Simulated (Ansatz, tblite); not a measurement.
Spin states of the cluster Ag₂O⁻ (the lowest doublet isomer of a short search), each relaxed with PBE-D4/def2-TZVPD in Ansatz. Electronic energies in the gas phase.

In the def2 sets Ag takes a core potential; there is no spin–orbit coupling. The xTB rows come from tblite. B3LYP takes the VWN-RPA correlation. HSE06 is defined as in plane-wave codes, on full-range PBE exchange. Correlated methods freeze 1 core orbital; core or outer-core shells of Ag are correlated, in sets that lack core-valence functions. The structure comes from a short search, and lower isomers may exist.

Doublet geometry (C2v within 0.1 Å):

Cartesian coordinates in Å:
```
Ag 0.587 -1.388 0.132
Ag -0.136 1.304 0.755
O -0.451 0.084 -0.888
```

Quartet geometry (C2v within 0.1 Å):

```tsv
atom	x (Å)	y (Å)	z (Å)
Ag1	-1.312	0.749	0.646
Ag2	1.637	-0.133	0.037
O3	-0.325	-0.616	-0.684
```

⟨S²⟩: doublet 0.77 at PBE0-D4/def2-TZVPD (pure 0.75), quartet 3.77 at PBE0-D4/def2-TZVPD (pure 3.75).

Run but left out: HF/def2-TZVPD, MP2/def2-TZVPD, CCSD/def2-TZVPD, CCSD(T)/def2-TZVPD (doublet: ⟨S²⟩ 1.71, where a pure state has 0.75).

Only these spin states were relaxed. Higher spins weren't run and may lie lower.

(1) Estimate which spin state lies lowest at each of these levels, and by how much: GFN1-xTB; GFN2-xTB; PBE-D4/def2-TZVPD; r2SCAN-D4/def2-TZVPD; B3LYP-D4/def2-TZVPD; PBE0-D4/def2-TZVPD; r2SCAN0-D4/def2-TZVPD; HSE06-D4/def2-TZVPD; B2PLYP/def2-TZVPD; RPA@PBE/def2-TZVPD.

## Answers

(1) 
```json
{"level": "GFN1-xTB", "quartet − doublet (kcal/mol)": "66.1", "lowest of these": "doublet", "remarks": "–"}
{"level": "GFN2-xTB", "quartet − doublet (kcal/mol)": "52.1", "lowest of these": "doublet", "remarks": "–"}
{"level": "PBE-D4/def2-TZVPD", "quartet − doublet (kcal/mol)": "28.4", "lowest of these": "doublet", "remarks": "HOMO above zero (doublet), HOMO above zero (quartet)"}
{"level": "r2SCAN-D4/def2-TZVPD", "quartet − doublet (kcal/mol)": "20.1", "lowest of these": "doublet", "remarks": "HOMO above zero (doublet), HOMO above zero (quartet)"}
{"level": "B3LYP-D4/def2-TZVPD", "quartet − doublet (kcal/mol)": "21.7", "lowest of these": "doublet", "remarks": "HOMO above zero (doublet), HOMO above zero (quartet)"}
{"level": "PBE0-D4/def2-TZVPD", "quartet − doublet (kcal/mol)": "18.5", "lowest of these": "doublet", "remarks": "HOMO above zero (doublet), HOMO above zero (quartet)"}
{"level": "r2SCAN0-D4/def2-TZVPD", "quartet − doublet (kcal/mol)": "11.2", "lowest of these": "doublet", "remarks": "HOMO above zero (doublet)"}
{"level": "HSE06-D4/def2-TZVPD", "quartet − doublet (kcal/mol)": "19.2", "lowest of these": "doublet", "remarks": "HOMO above zero (doublet), HOMO above zero (quartet)"}
{"level": "B2PLYP/def2-TZVPD", "quartet − doublet (kcal/mol)": "25.4", "lowest of these": "doublet", "remarks": "–"}
{"level": "RPA@PBE/def2-TZVPD", "quartet − doublet (kcal/mol)": "27.3", "lowest of these": "doublet", "remarks": "–"}
```

Change of the quartet − doublet gap on mixing in exact exchange, in kcal/mol: PBE to PBE0 (25 % exact exchange) -9.8; r2SCAN to r2SCAN0 (25 % exact exchange) -8.9. The xTB methods have no term that favours high spin, so they put low spin too low.
